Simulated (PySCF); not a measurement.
From one molecule to another.

First species: C3H4F2O2Si.
SMILES: `C=C1O[SiH2]C(F)(F)O1`

Second species: C5H10SSi.
SMILES with atom numbers: `[CH2:1]=[CH:2][CH2:3][C:4](=[CH2:5])[S:6][SiH3:7]` (hydrogens: H8, H9 on C1; H10 on C2; H11, H12 on C3; H13, H14 on C5; H15, H16, H17 on Si7)

Geometry (GFN2-xTB, Å), atoms numbered from 1 in this order:
```xyz
17
C5H10SSi angstrom
C     -0.4703    1.7231   -1.4634
C     -1.0640    0.7718   -0.7671
C     -0.8778   -0.6960   -1.0127
C     -0.1642   -1.3127    0.1559
C     -0.7594   -1.9080    1.1737
S      1.6229   -1.1966    0.1060
Si     1.9533    0.6642    1.1221
H      0.1848    1.4948   -2.2885
H     -0.6213    2.7675   -1.2481
H     -1.7180    1.0191    0.0597
H     -0.2920   -0.8527   -1.9198
H     -1.8538   -1.1749   -1.1273
H     -1.8317   -2.0103    1.2147
H     -0.1990   -2.3231    1.9931
H      2.0761    1.7339    0.1411
H      3.1949    0.4471    1.8480
H      0.8123    0.8646    2.0029
```

Levels: wB97X-D/def2-SVPD for dipole moment, HOMO energy, LUMO energy, HOMO–LUMO gap, static isotropic polarisability and electronic spatial extent ⟨r²⟩ about the centre of nuclear charge; TDDFT wB97X-D/def2-SVPD for lowest singlet excitation; TDA wB97X-D/def2-SVPD for lowest triplet excitation (Tamm–Dancoff); GFN2-xTB for rotational constant A and rotational constant C. Geometries: GFN2-xTB. All species are isolated and taken at one optimised geometry, non-relativistic unless stated; the electronic structure was computed with PySCF and density fitting.

The conformers computed, where there is a choice (atom-mapped SMILES and torsion angles):
- `[CH2:1]=[CH:2][CH2:3][C:4](=[CH2:5])[S:6][SiH3:7]`: C1–C2–C3–C4 113°, C2–C3–C4–C5 95°, C3–C4–S6–Si7 90°

Values for the first species:

| Property | Result |
| --- | --- |
| Dipole moment | 2.88 D |
| HOMO energy | -8.83 eV |
| LUMO energy | 0.96 eV |
| HOMO–LUMO gap | 9.79 eV |
| Lowest singlet excitation | 5.90 eV |
| Lowest triplet excitation (Tamm–Dancoff) | 4.61 eV |
| Static isotropic polarisability | 67.8 au |
| Electronic spatial extent ⟨r²⟩ about the centre of nuclear charge | 984 bohr² |
| Rotational constant A | 2.648 GHz |
| Rotational constant C | 1.230 GHz |

(1) Estimate the same properties for the second species, and the change in each.

Answers

(1) 
| property | first | second | second less first |
| --- | --- | --- | --- |
| dipole moment | 2.88 D | 1.69 D | -1.19 D |
| HOMO energy | -8.83 eV | -8.72 eV | +0.11 eV |
| LUMO energy | 0.96 eV | 1.15 eV | +0.19 eV |
| HOMO–LUMO gap | 9.79 eV | 9.87 eV | +0.08 eV |
| lowest singlet excitation | 5.90 eV | 5.31 eV | -0.59 eV |
| lowest triplet excitation (Tamm–Dancoff) | 4.61 eV | 4.26 eV | -0.35 eV |
| static isotropic polarisability | 67.8 au | 105.9 au | +38.1 au |
| electronic spatial extent ⟨r²⟩ about the centre of nuclear charge | 984 bohr² | 1212 bohr² | +228 bohr² |
| rotational constant A | 2.648 GHz | 1.983 GHz | -0.665 GHz |
| rotational constant C | 1.230 GHz | 1.075 GHz | -0.155 GHz |

On the first: No computed singlet falls in the visible range (750 to 380 nm, 1.65 to 3.26 eV); S1 lies 2.64 eV above its blue end. The polarisability is 10.05 Å³ as a volume (1 au = 0.148185 Å³), or 0.97 au for each of the 70 electrons.

On the second: The polarisability is 15.69 Å³ as a volume (1 au = 0.148185 Å³), or 1.51 au for each of the 70 electrons. The dipole equals about 5.6 × 10⁻³⁰ C·m (1 D = 3.33564 × 10⁻³⁰ C·m).
